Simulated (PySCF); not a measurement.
C4H4Cl2, SMILES ClC(=C=CC)Cl. Atoms are numbered in the order given.

```xyz
10

C     -3.1956     0.4806     0.0000
C     -2.1200    -0.5709     0.0000
C     -0.8288    -0.3385     0.0000
C      0.4552    -0.0970     0.0000
Cl     1.3838     0.0749     1.4713
Cl     1.3838     0.0749    -1.4713
H     -3.8429     0.3669    -0.8860
H     -2.7725     1.4945     0.0000
H     -3.8429     0.3669     0.8860
H     -2.4551    -1.6190     0.0000
```

Geometry optimised at B3LYP-D3(BJ)/def2-SVP.

Level of theory: PBE/def2-TZVP (PySCF).

Symmetry labels are those of the subgroup Cs that the program uses (full group Cs).

Problem. List the valence orbital energies around the gap with their symmetry. (The exact figures need the calculation; the answer reports its results.)

Solution. 
```
orbital  symmetry  energy (eV)
-------  --------  -----------
HOMO−7         A"       -10.53
HOMO−6         A'        -9.74
HOMO−5         A'        -9.44
HOMO−4         A'        -8.20
HOMO−3         A"        -7.86
HOMO−2         A"        -7.65
HOMO−1         A"        -6.78
HOMO           A'        -6.04
LUMO           A"        -1.97
LUMO+1         A'        -1.19
LUMO+2         A'        -1.09
LUMO+3         A'         0.74
```
